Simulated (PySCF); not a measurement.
**Cu (copper, neutral) across methods**

[Ar] 3d9 4s2, 2D determinant (an excited configuration). Calculation: PySCF 2.14, in aug-cc-pwCVDZ-PP with ECP10MDF; a scalar-relativistic core potential. The B2PLYP total includes its PT2 part (frozen core); its orbital energies are those of the SCF part.

```csv
method,E (hartree),mean ε 3d β (eV),mean ε 4s α (eV),mean ε 4s β (eV),Σ⟨r²⟩ (bohr²),⟨S²⟩
MN15,-197.5116,-13.630,-7.249,-7.120,34.50,0.753
LDA,-196.8698,-9.233,-6.139,-5.964,33.40,0.751
UHF,-196.17405,-18.751,-8.033,-7.797,35.30,0.752
LC-wPBE,-197.2495,-14.224,-8.942,-8.743,33.63,0.751
PBE,-197.2351,-9.100,-5.895,-5.716,33.76,0.751
B2PLYP,-196.9943,-14.262,-7.196,-7.014,34.25,0.751
PBE0,-197.1795,-11.647,-6.609,-6.424,33.82,0.751
M06-L,-197.2640,-8.917,-5.802,-5.644,33.16,0.752
```

**Question.** Estimate the same row for r2SCAN.

**Answer.** E (hartree) = -197.1353; mean ε 3d β (eV) = -9.236; mean ε 4s α (eV) = -6.160; mean ε 4s β (eV) = -5.970; Σ⟨r²⟩ (bohr²) = 33.48; ⟨S²⟩ = 0.752.

Energies and moments cover only the electrons outside the core potential.
